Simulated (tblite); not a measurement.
C6H5FN (doublet state).
Atom-mapped SMILES: `[H]/[C:1]=[CH:2]/[c:3]1[cH:4][c:5]([F:6])[cH:7][nH:8]1` (hydrogens: H9 on C1; H10 on C2; H11 on C4; H12 on C7; H13 on N8)

Computed geometry: GFN2-xTB, gas phase. This method treats the open shell by occupation alone, without spin polarisation.

(1) List the bond lengths, angles and torsions at this level.

Results:

(1) 
```
  bond  length (pm)
 C1=C2        130.2
 C2–C3        144.5
 C3–C4        138.2
 C4–C5        140.1
 C5–F6        134.4
 C5–C7        137.2
 C7–N8        135.8
 C3–N8        136.3
 C1–H9        106.4
C2–H10        109.8
C4–H11        107.1
C7–H12        107.0
N8–H13        100.7
```

A selection of angles:
```
    angle  degrees
 C2–C1–H9    138.4
 C1–C2–C3    125.5
C1–C2–H10    121.5
C3–C2–H10    113.0
 C2–C3–C4    129.7
 C2–C3–N8    122.3
 C4–C3–N8    108.0
 C3–C4–C5    106.0
C3–C4–H11    127.3
C5–C4–H11    126.7
 C4–C5–F6    125.6
 C4–C5–C7    109.0
 F6–C5–C7    125.3
 C5–C7–N8    106.7
C5–C7–H12    130.4
N8–C7–H12    122.9
C7–N8–H13    126.2
 C3–N8–C7    110.2
C3–N8–H13    123.6
```

Torsions: C1–C2–C3–C4 180° (antiperiplanar).

The 8 heavy atoms lie in one plane (0.000 Å rms). N8 (nitrogen bonded to 2 C and H) is planar (angles 126.2°, 123.6° and 110.2°, sum 360.0°, 0.00 Å off the plane of its three neighbours). The 5-membered ring C3–C4–C5–C7–N8 has internal angles of 106.0° to 110.2°; it is planar, 0.00 Å rms from its mean plane, widest ring torsion 0°. C3 (carbon bonded to 2 C and N) is planar (angles 129.7°, 122.3° and 108.0°, sum 360.0°, 0.00 Å off the plane of its three neighbours). Of the pairs four or more bonds apart, C1···H13 is among the closest relative to their van der Waals radii: 2.71 Å, 94 % of the sum of Bondi's values. C5 (carbon bonded to 2 C and F) is planar (angles 125.6°, 125.3° and 109.0°, sum 360.0°, 0.00 Å off the plane of its three neighbours). The C–C distances run from 1.302 Å (C1=C2, drawn double) to 1.445 Å (C2–C3, drawn single), a spread of 0.143 Å.

Point group: Cs (every atom within 0.08 Å of its image). Its GFN2-xTB frequencies are all real (lowest 98 cm⁻¹).

Time: 0.2 s wall. Hardware: Arm Neoverse V2, one thread, on a shared host. These figures are those of the optimisation.

One conformer stands for the species.
